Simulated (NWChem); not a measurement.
The numbers come from NWChem runs, not from measurements. System: trisilylamine (H$_{9}$NSi$_{3}$), charge 0, spin multiplicity 1, at a geometry optimised with PBE0/def2-SVP. Level: RHF/def2-TZVP.

Job file:

```
start mol
memory heap 200 mb stack 900 mb global 1100 mb
geometry units angstroms nocenter noautoz
  Si    -1.687787     0.486766     0.000000
  N     -0.019468    -0.071952     0.000000
  Si     0.846802    -0.232618     1.522776
  Si     0.846802    -0.232618    -1.522776
  H     -2.370868    -0.026452     1.224851
  H     -1.793327     1.980497     0.000000
  H     -2.370868    -0.026452    -1.224851
  H     -0.106832    -0.687578     2.578222
  H      1.943058    -1.232314     1.353323
  H      1.458733     1.057224     1.974839
  H      1.458733     1.057224    -1.974839
  H      1.943058    -1.232314    -1.353323
  H     -0.106832    -0.687578    -2.578222
  symmetry group Cs
end
basis spherical
  * library def2-tzvp
end
scf
  rhf
  nopen 0
  maxiter 100
  thresh 1e-7
  semidirect memsize 60000000 filesize 0
end
task scf energy
```

NWChem printed:

```
             Northwest Computational Chemistry Package (NWChem) 7.3.0
             --------------------------------------------------------

                                NWChem Input Module
                                -------------------

 Scaling coordinates for geometry "geometry" by  1.889725989
 (inverse scale =  0.529177249)

 Turning off AUTOSYM since
 SYMMETRY directive was detected!

                             Geometry "geometry" -> ""
                             -------------------------

 Output coordinates in angstroms (scale by  1.889725989 to convert to a.u.)

  No.       Tag          Charge          X              Y              Z
 ---- ---------------- ---------- -------------- -------------- --------------
    1 Si                  14.0000    -1.68778700     0.48676600     0.00000000
    2 N                    7.0000    -0.01946800    -0.07195200     0.00000000
    3 Si                  14.0000     0.84680200    -0.23261800     1.52277600
    4 Si                  14.0000     0.84680200    -0.23261800    -1.52277600
    5 H                    1.0000    -2.37086800    -0.02645200     1.22485100
    6 H                    1.0000    -1.79332700     1.98049700     0.00000000
    7 H                    1.0000    -2.37086800    -0.02645200    -1.22485100
    8 H                    1.0000    -0.10683200    -0.68757800     2.57822200
    9 H                    1.0000     1.94305800    -1.23231400     1.35332300
   10 H                    1.0000     1.45873300     1.05722400     1.97483900
   11 H                    1.0000     1.45873300     1.05722400    -1.97483900
   12 H                    1.0000     1.94305800    -1.23231400    -1.35332300
   13 H                    1.0000    -0.10683200    -0.68757800    -2.57822200

 Effective nuclear repulsion energy (a.u.)     289.1172669794

            Nuclear Dipole moment (a.u.)
            ----------------------------
        X                 Y               Z
 ---------------- ---------------- ----------------
     0.0000321253     0.0000245664     0.0000000000

      Symmetry information
      --------------------

 Group name             Cs
 Group number              2
 Group order               2
 No. of unique centers     8

      Symmetry unique atoms

     1    2    3    5    6    8    9   10


 Summary of "ao basis" -> "" (spherical)
 ------------------------------------------------------------------------------
       Tag                 Description            Shells   Functions and Types
 ---------------- ------------------------------  ------  ---------------------
 *                         def2-tzvp                  on all atoms

 Summary of "ao basis" -> "ao basis" (spherical)
 ------------------------------------------------------------------------------
       Tag                 Description            Shells   Functions and Types
 ---------------- ------------------------------  ------  ---------------------
 Si                        def2-tzvp                13       37   5s5p2d1f
 N                         def2-tzvp                11       31   5s3p2d1f
 H                         def2-tzvp                 4        6   3s1p

                                 NWChem SCF Module
                                 -----------------

  ao basis        = "ao basis"
  functions       =   196
  atoms           =    13
  closed shells   =    29
  open shells     =     0
  charge          =   0.00
  wavefunction    = RHF
  use symmetry    = T
  symmetry adapt  = T

 Summary of "ao basis" -> "ao basis" (spherical)
[...]
    21 a'         22 a"         23 a'         24 a"         25 a'
    26 a'         27 a"         28 a"         29 a'         30 a'
    31 a'         32 a"         33 a'         34 a'         35 a"
    36 a'         37 a'         38 a"         39 a"

             Final eigenvalues
             -----------------

              1
    1  -68.7914
    2  -68.7914
    3  -68.7914
    4  -15.5423
    5   -6.1382
    6   -6.1381
    7   -6.1381
    8   -4.2449
    9   -4.2448
   10   -4.2448
   11   -4.2448
   12   -4.2447
   13   -4.2447
   14   -4.2445
   15   -4.2444
   16   -4.2444
   17   -1.1226
   18   -0.7398
   19   -0.7397
   20   -0.6710
   21   -0.5493
   22   -0.5492
   23   -0.5425
   24   -0.4830
   25   -0.4828
   26   -0.4746
   27   -0.4746
   28   -0.4645
   29   -0.3991
   30    0.1007
   31    0.1304
   32    0.1309
   33    0.1473
   34    0.1487
   35    0.1489
   36    0.1615
   37    0.1888
   38    0.1891
   39    0.2198

                       ROHF Final Molecular Orbital Analysis
                       -------------------------------------

 Vector   27  Occ=2.000000D+00  E=-4.745893D-01  Symmetry=a"
              MO Center=  2.1D-01,  1.1D-01, -1.6D-12, r^2= 6.4D+00
   Bfn.  Coefficient  Atom+Function         Bfn.  Coefficient  Atom+Function
  ----- ------------  ---------------      ----- ------------  ---------------
    17      0.161411   1 Si pz               84      0.154648   3 Si py
   121     -0.154648   4 Si py              174      0.150223  10 H  s
   180     -0.150223  11 H  s

 Vector   28  Occ=2.000000D+00  E=-4.645144D-01  Symmetry=a"
              MO Center= -9.2D-02, -4.8D-01,  1.3D-13, r^2= 6.8D+00
   Bfn.  Coefficient  Atom+Function         Bfn.  Coefficient  Atom+Function
  ----- ------------  ---------------      ----- ------------  ---------------
    17      0.179425   1 Si pz               83      0.152126   3 Si px
   120     -0.152126   4 Si px

 Vector   29  Occ=2.000000D+00  E=-3.991155D-01  Symmetry=a'
              MO Center=  6.0D-02,  2.2D-01, -7.6D-14, r^2= 3.9D+00
   Bfn.  Coefficient  Atom+Function         Bfn.  Coefficient  Atom+Function
  ----- ------------  ---------------      ----- ------------  ---------------
    47      0.299027   2 N  py               44      0.297358   2 N  py
    50      0.226788   2 N  py

 Vector   30  Occ=0.000000D+00  E= 1.006730D-01  Symmetry=a'
              MO Center=  1.7D-02,  7.3D-02,  1.8D-14, r^2= 9.0D+00
   Bfn.  Coefficient  Atom+Function         Bfn.  Coefficient  Atom+Function
  ----- ------------  ---------------      ----- ------------  ---------------
    42      1.997637   2 N  s                18     -0.767240   1 Si px
    88      0.688956   3 Si pz              125     -0.688956   4 Si pz
    86      0.382034   3 Si px              123      0.382034   4 Si px
    19      0.216199   1 Si py               15     -0.200000   1 Si px
   151     -0.186631   6 H  s               175     -0.185452  10 H  s

 Vector   31  Occ=0.000000D+00  E= 1.304270D-01  Symmetry=a'
              MO Center=  5.3D-01,  2.7D-01, -1.1D-12, r^2= 9.3D+00
   Bfn.  Coefficient  Atom+Function         Bfn.  Coefficient  Atom+Function
  ----- ------------  ---------------      ----- ------------  ---------------
     5      1.546025   1 Si s                86      1.334426   3 Si px
   123      1.334426   4 Si px               19     -0.912661   1 Si py
   163      0.911424   8 H  s               193      0.911424  13 H  s
    18      0.867059   1 Si px               73     -0.769198   3 Si s
   110     -0.769198   4 Si s               169     -0.685009   9 H  s

 Vector   32  Occ=0.000000D+00  E= 1.309229D-01  Symmetry=a"
              MO Center= -3.2D-01,  5.1D-01,  2.1D-14, r^2= 9.4D+00
   Bfn.  Coefficient  Atom+Function         Bfn.  Coefficient  Atom+Function
  ----- ------------  ---------------      ----- ------------  ---------------
    20      1.384952   1 Si pz               73     -1.376027   3 Si s
   110      1.376027   4 Si s                88      1.187467   3 Si pz
   125      1.187467   4 Si pz              145     -0.923722   5 H  s
   157      0.923722   7 H  s               169      0.658067   9 H  s
   187     -0.658067  12 H  s                51      0.610100   2 N  pz

 center of mass
 --------------
 x =  -0.00096400 y =  -0.00355618 z =  -0.00000000

 moments of inertia (a.u.)
 ------------------
         634.483775579699         139.306671977410           0.000000000000
         139.306671977410        1085.749903269598           0.000000000000
           0.000000000000           0.000000000000         593.751771472857

  Mulliken analysis of the total density
  --------------------------------------

    Atom       Charge   Shell Charges
 -----------   ------   -------------------------------------------------------
    1 Si  14    13.62   2.00  0.58  1.39  0.79  0.38  4.12  1.73  0.52  1.34  0.29  0.18  0.25  0.05
    2 N    7     7.67   0.82  1.16  0.48  0.89  0.15  1.49  1.96  0.70  0.00  0.02  0.00
    3 Si  14    13.62   2.00  0.58  1.39  0.79  0.38  4.12  1.73  0.52  1.34  0.29  0.18  0.25  0.05
    4 Si  14    13.62   2.00  0.58  1.39  0.79  0.38  4.12  1.73  0.52  1.34  0.29  0.18  0.25  0.05
    5 H    1     1.05   0.24  0.56  0.24  0.01
    6 H    1     1.06   0.24  0.57  0.24  0.01
    7 H    1     1.05   0.24  0.56  0.24  0.01
    8 H    1     1.05   0.24  0.56  0.24  0.01
    9 H    1     1.05   0.24  0.56  0.24  0.01
   10 H    1     1.06   0.24  0.57  0.24  0.01
   11 H    1     1.06   0.24  0.57  0.24  0.01
   12 H    1     1.05   0.24  0.56  0.24  0.01
   13 H    1     1.05   0.24  0.56  0.24  0.01

       Multipole analysis of the density wrt the origin
       ------------------------------------------------

     L   x y z        total         open         nuclear
     -   - - -        -----         ----         -------
     0   0 0 0      0.000000      0.000000     58.000000

     1   1 0 0     -0.007992      0.000000      0.000032
     1   0 1 0     -0.028447      0.000000      0.000025
     1   0 0 1      0.000000      0.000000      0.000000

     2   2 0 0    -39.018887      0.000000    308.001064
     2   1 1 0     -0.178271      0.000000    -78.532403
     2   1 0 1     -0.000000      0.000000      0.000000
     2   0 2 0    -39.603299      0.000000     53.603328
     2   0 1 1     -0.000000      0.000000      0.000000
     2   0 0 2    -39.005305      0.000000    330.986348

 Task  times  cpu:       32.4s     wall:       32.4s

 Total times  cpu:       32.5s     wall:       32.5s
```
